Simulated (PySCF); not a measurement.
Several orderings of computed values.

Each SMILES stands for a single optimised conformer of the isolated species, non-relativistic unless stated. Electronic properties by PySCF.

Dipoles, sizes and rotational constants follow the conformer. The torsions of the flexible species, by atom-mapped SMILES:
- `[CH3:1][CH2:2][O:3][Si@@H:4]([SiH3:5])[C:6]([F:7])([F:8])[F:9]`: C1–C2–O3–Si4 -151°, C2–O3–Si4–Si5 58°, O3–Si4–C6–F7 175°
- `[CH:1]#[C:2][CH2:3][C:4]1=[CH:5][SiH2:6][CH:7]=[C:8]([Cl:9])[CH2:10]1`: C2–C3–C4–C5 114°
- `[F:1][C:2]([F:3])([F:4])[CH2:5][O:6][CH:7]([SiH3:8])[SiH3:9]`: F1–C2–C5–O6 -54°, C2–C5–O6–C7 -82°, C5–O6–C7–Si8 -104°
- `[CH:1]#[C:2][SiH2:3][C:4]#[C:5][CH2:6][C:7]1([Cl:8])[CH2:9][CH2:10]1`: C5–C6–C7–Cl8 -68°
- `[CH3:1][SiH:2]([CH3:3])[O:4][SiH2:5][C:6]([F:7])([F:8])[F:9]`: C1–Si2–O4–Si5 94°, Si2–O4–Si5–C6 25°, O4–Si5–C6–F7 -179°
- `[F:1][SiH2:2][CH2:3][C@@H:4]([SiH3:5])[O:6][CH:7]([F:8])[F:9]`: F1–Si2–C3–C4 -40°, Si2–C3–C4–Si5 -167°, C3–C4–O6–C7 135°, C4–O6–C7–F8 -169°
- `[CH2:1]=[CH:2][CH2:3][C:4](=[O:5])[Si@@H:6]([NH2:7])[SiH3:8]`: C1–C2–C3–C4 -105°, C2–C3–C4–O5 -94°, C3–C4–Si6–N7 161°, H–N7–Si6–C4 13°, H–N7–Si6–C4 159°
- `[F:1][CH:2]([F:3])[O:4][C@@H:5]([SiH3:6])[C@H:7]([F:8])[SiH3:9]`: F1–C2–O4–C5 -82°, C2–O4–C5–Si6 151°, O4–C5–C7–F8 89°
- `[CH3:1][C@H:2]([O:3][SiH2:4][SiH3:5])[C:6]([F:7])([F:8])[F:9]`: C1–C2–O3–Si4 162°, C2–O3–Si4–Si5 -169°, C1–C2–C6–F7 -52°
- `[CH3:1][C:2]#[C:3][Si:4]1([N:5]([CH3:6])[CH3:7])[CH2:8][CH2:9]1`: C3–Si4–N5–C6 -74°
- `[F:1][C:2]([F:3])([F:4])[CH2:5][C@H:6]([SiH3:7])[O:8][SiH3:9]`: F1–C2–C5–C6 168°, C2–C5–C6–Si7 -176°, C5–C6–O8–Si9 -120°
- `[F:1][C:2]([F:3])([F:4])[SiH2:5][CH2:6][CH2:7][O:8][SiH3:9]`: F1–C2–Si5–C6 -63°, C2–Si5–C6–C7 -177°, Si5–C6–C7–O8 -7°, C6–C7–O8–Si9 -175°

Question: Rank by HOMO–LUMO gap, lowest first (PBE0/pcSseg-1 at GFN2-xTB geometries).
A. `[C@H]([SiH3])([C@@H]([SiH3])F)OC(F)F`
B. `FC(F)(F)COC([SiH3])[SiH3]`
C. `C#CCC1=C[SiH2]C=C(Cl)C1`
D. `C#C[SiH2]C#CCC1(Cl)CC1`
E. `C=CCC(=O)[Si@@H](N)[SiH3]`
F. `F[SiH2]C[C@@H]([SiH3])OC(F)F`
G. `C[SiH](C)O[SiH2]C(F)(F)F`
H. `CCO[Si@@H]([SiH3])C(F)(F)F`

Answer: E (5.38 eV), C (6.98 eV), H (7.55 eV), D (7.68 eV), B (7.83 eV), F (8.14 eV), G (8.73 eV), A (8.91 eV).

Give the two extremes of that set in kcal/mol.

`C=CCC(=O)[Si@@H](N)[SiH3]`: 124 kcal/mol; `FC(F)O[C@@H]([SiH3])[C@H](F)[SiH3]`: 206 kcal/mol.

Question: Rank by smallest rotational constant, highest first (GFN2-xTB).
A. `C1C(CC#C)=C[SiH2]C=C1Cl`
B. `C[SiH](C)O[SiH2]C(F)(F)F`
C. `FC(F)O[C@@H]([SiH3])[C@H](F)[SiH3]`
D. `FC([C@H](C)O[SiH2][SiH3])(F)F`
E. `C1C(C1)(CC#C[SiH2]C#C)Cl`
F. `C=CCC(=O)[Si@@H](N)[SiH3]`

Answer: F (0.763 GHz), C (0.674 GHz), B (0.589 GHz), D (0.536 GHz), A (0.477 GHz), E (0.356 GHz).

By how much do the two ends of that ranking differ?

By 0.407 GHz, between `C=CCC(=O)[Si@@H](N)[SiH3]` and `C#C[SiH2]C#CCC1(Cl)CC1`.

Question: Rank by HOMO energy, highest first (PBE0/pcSseg-1 at GFN2-xTB geometries).
A. `FC(F)(F)COC([SiH3])[SiH3]`
B. `FC(F)O[C@@H](C[SiH2]F)[SiH3]`
C. `C[SiH](C)O[SiH2]C(F)(F)F`
D. `CCO[Si@@H]([SiH3])C(F)(F)F`
E. `CC#C[Si]1(N(C)C)CC1`

Answer: E (-6.29 eV), A (-7.52 eV), B (-8.15 eV), D (-8.28 eV), C (-8.54 eV).

Question: Rank by dipole moment, lowest first (PBE0/pcSseg-1 at GFN2-xTB geometries).
A. `FC(F)(F)[SiH2]CCO[SiH3]`
B. `FC(F)(F)COC([SiH3])[SiH3]`
C. `O([SiH](C)C)[SiH2]C(F)(F)F`
D. `FC(F)(F)C[C@H]([SiH3])O[SiH3]`
E. `FC(F)O[C@@H]([SiH3])[C@H](F)[SiH3]`

Answer: B (1.82 D), D (2.06 D), C (2.48 D), E (2.88 D), A (5.09 D).

Give the two extremes of that set in atomic units.

`FC(F)(F)COC([SiH3])[SiH3]`: 0.72 au; `FC(F)(F)[SiH2]CCO[SiH3]`: 2.00 au.
